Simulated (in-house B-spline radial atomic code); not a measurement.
Sb. Computed with a B-spline radial atomic code. Model: non-relativistic spherical atom: semilocal Troullier-Martins pseudo-atom, one channel per l, against all electrons, high spin, G0W0 and RPA with empty states to l = 8, local potential for every l without a channel, a model core (radius 0 = none) keeps its share of the functional.

The core holds an angular momentum without a channel of its own, so the local potential lets valence electrons into it.

Without relativity these are model numbers for so heavy an element.

What the tables leave out is listed at the end.

The pseudopotential gives back the lowest level of each angular momentum of its own functional in the configuration it was made in; a second state of the same l is only approximately right. Exact exchange, RPA and GW see the smooth pseudo-orbitals and miss the exchange with the core, for which the functional's share stands in. The column with an uncorrelated core keeps all orbitals and exact exchange, and so separates missing core correlation from pseudisation. Only the three outermost levels and the lowest empty one were computed. RPA here is direct RPA, with no exchange kernel, and its energies carry an (l + 1/2)⁻⁴ tail. A hybrid on a potential with a model core restores only its own semilocal share of the core's exchange.

Command:
```bash
python run_psgw.py task.json out
```
Settings (lengths in bohr, energies in hartree):
```
Z                      51
electrons              51
configuration          [Kr] 4d10 5s2 5p3
generated_in           [Kr] 4d10 5s2 5p3
functional             pbe,pbe
core_shells            9
radius_factor          1.3
core_correction        False
```

Run time, properties included: 44 s on 1 thread of Arm Neoverse N1, on a shared host.

Given: made with PBE; model core radius 0 bohr; local radius 2.648 bohr; mean-field start PBE.

Valence shells of the generating configuration: 5s, 5p.

Channel: s 2.567, p 3.106 (radii in bohr).

Computed: largest level miss in the spin-unpolarised generating configuration 0 eV; valence RPA correlation energy all-electron orbitals -0.16687 hartree; all-electron RPA polarisability, core included 39.804 bohr³; pseudo-atom RPA polarisability 40.965 bohr³.

```tsv
level	occupied	mean-field all-electron (eV)	mean-field pseudo minus all (eV)	G0W0 all-electron (eV)	G0W0 uncorrelated core minus all (eV)	G0W0 pseudo minus all (eV)	exchange self-energy all-electron (eV)	exchange self-energy pseudo (eV)
5p up	1	-5.5335	-0.002	-8.9157	0.23	0.086	-14.638	-12.439
5s down	1	-10.646	0.216	-14.008	0.666	0.4	-14.716	-10.592
5p down (empty)	0	-3.6126	0.161	-1.359	0.264	-0.038	-4.1799	-1.9955
```

Task: What is the valence RPA correlation energy pseudo?

Result: -0.2004 hartree.

Given: mean-field start PBE0.

Computed: valence RPA correlation energy all-electron orbitals -0.1505 hartree; all-electron RPA polarisability, core included 33.669 bohr³; pseudo-atom RPA polarisability 34.849 bohr³.

```json
{"level": "5p up", "occupied": "1", "mean-field all-electron (eV)": "-6.5875", "mean-field pseudo minus all (eV)": "0.045", "G0W0 all-electron (eV)": "-9.1906", "G0W0 uncorrelated core minus all (eV)": "0.24", "G0W0 pseudo minus all (eV)": "0.098", "exchange self-energy all-electron (eV)": "-14.681", "exchange self-energy pseudo (eV)": "-12.484"}
{"level": "5s down", "occupied": "1", "mean-field all-electron (eV)": "-11.48", "mean-field pseudo minus all (eV)": "0.128", "G0W0 all-electron (eV)": "-14.215", "G0W0 uncorrelated core minus all (eV)": "0.719", "G0W0 pseudo minus all (eV)": "0.396", "exchange self-energy all-electron (eV)": "-14.529", "exchange self-energy pseudo (eV)": "-10.591"}
{"level": "5p down (empty)", "occupied": "0", "mean-field all-electron (eV)": "-2.7105", "mean-field pseudo minus all (eV)": "0.108", "G0W0 all-electron (eV)": "-1.1007", "G0W0 uncorrelated core minus all (eV)": "0.254", "G0W0 pseudo minus all (eV)": "-0.016", "exchange self-energy all-electron (eV)": "-3.8437", "exchange self-energy pseudo (eV)": "-1.9021"}
```

Task: What is the valence RPA correlation energy pseudo?

Result: -0.17877 hartree.

Given: mean-field start Hartree-Fock.

Computed: valence RPA correlation energy all-electron orbitals -0.11705 hartree; valence RPA correlation energy pseudo -0.13644 hartree; pseudo-atom RPA polarisability 25.634 bohr³.

| level | occupied | mean-field all-electron (eV) | mean-field pseudo minus all (eV) | G0W0 all-electron (eV) | G0W0 uncorrelated core minus all (eV) | G0W0 pseudo minus all (eV) | exchange self-energy all-electron (eV) | exchange self-energy pseudo (eV) |
| --- | --- | --- | --- | --- | --- | --- | --- | --- |
| 5p up | 1 | -9.1356 | 0.071 | -9.5807 | 0.227 | 0.203 | -14.482 | -12.493 |
| 5s down | 1 | -12.759 | -0.026 | -14.374 | 0.706 | 0.51 | -13.941 | -10.488 |
| 5s up | 1 | -18.899 | -0.123 | -17.399 | 0.325 | 0.374 | -19.864 | -16.701 |

Task: What is the all-electron RPA polarisability, core included?

Result: 25.374 bohr³.

Among the listed levels the largest G0W0 shift of the pseudo-atom is +0.51 eV, for 5s down on the Hartree-Fock start, while leaving the core uncorrelated moves that level by +0.71 eV. The rest, -0.20 eV, comes from pseudisation and the lost core exchange. Not in the tables (levels of low weight, unsolved or above zero; the highest and the empty levels are kept at any weight): on PBE the G0W0 levels 5s up (pseudo minus all +0.28 eV, weights 0.05 and 0.07); on PBE0 the G0W0 levels 5s up (pseudo minus all +2.44 eV, weights 0.20 and 0.08).
